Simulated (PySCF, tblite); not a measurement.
Isomers of C5H9F3O2Si. Computed with GFN2-xTB (tblite): harmonic, unscaled wavenumbers at the GFN2-xTB geometry, gas phase. Errors from tens to a few hundred cm⁻¹ against measured bands are possible. Modes of hydrogen on silicon can be 10 to 20 % off. One conformer each.

Electronic energies: PBE0/pcSseg-1 single points on the GFN2-xTB geometries (PySCF, gas phase).

```tsv
SMILES	electronic energy, lowest = 0 (kcal/mol)
FC(F)(F)O[C@H]1COCC[SiH2]1	66.8
O[Si@@H]1C[C@@H](CC(F)(F)F)CO1	0.0
C[C@@H]1CO[SiH2]O[C@H]1C(F)(F)F	18.6
CC[C@@H]1O[SiH2]O[C@H]1C(F)(F)F	20.0
```

Q: How do GFN2-xTB zero-point energies change the relative energies?

A: 
```tsv
SMILES	ZPE (kcal/mol)	of it from modes above 1550 cm⁻¹	electronic (kcal/mol)	with ZPE, lowest = 0 (kcal/mol)	lowest mode (cm⁻¹)	rings
O[Si@@H]1C[C@@H](CC(F)(F)F)CO1	88.5	38.4	0.0	0.0	30	1
C[C@@H]1CO[SiH2]O[C@H]1C(F)(F)F	87.9	36.5	18.6	18.0	42	1
CC[C@@H]1O[SiH2]O[C@H]1C(F)(F)F	87.7	36.7	20.0	19.2	36	1
FC(F)(F)O[C@H]1COCC[SiH2]1	86.6	36.0	66.8	64.9	11	1
```

The zero-point energies span 1.9 kcal/mol, from `FC(F)(F)O[C@H]1COCC[SiH2]1` to `O[Si@@H]1C[C@@H](CC(F)(F)F)CO1`. The order is unchanged.

Q: And how do the electronic energies of GFN2-xTB itself compare?

A: `O[Si@@H]1C[C@@H](CC(F)(F)F)CO1` 5.9; `C[C@@H]1CO[SiH2]O[C@H]1C(F)(F)F` 0.1; `CC[C@@H]1O[SiH2]O[C@H]1C(F)(F)F` 0.0; `FC(F)(F)O[C@H]1COCC[SiH2]1` 68.6 kcal/mol, lowest = 0. Against the energies above, taken from the same isomer `O[Si@@H]1C[C@@H](CC(F)(F)F)CO1`, the largest difference is 25.9 kcal/mol.

Q: What do entropy and thermal enthalpy add at 298.15 K and 1 bar (rigid rotor, harmonic oscillator, one conformer each)?

A: 
```csv
SMILES,point group,symmetry number,S (cal/(mol K)),H − H(0) (kcal/mol),ZPE + H − H(0) − TS (kcal/mol)
O[Si@@H]1C[C@@H](CC(F)(F)F)CO1,C1,1,110.1,8.14,63.8
C[C@@H]1CO[SiH2]O[C@H]1C(F)(F)F,C1,1,105.5,7.81,64.3
CC[C@@H]1O[SiH2]O[C@H]1C(F)(F)F,C1,1,108.7,8.02,63.3
```

Not tabulated: `FC(F)(F)O[C@H]1COCC[SiH2]1` (lowest mode only 11 cm⁻¹).
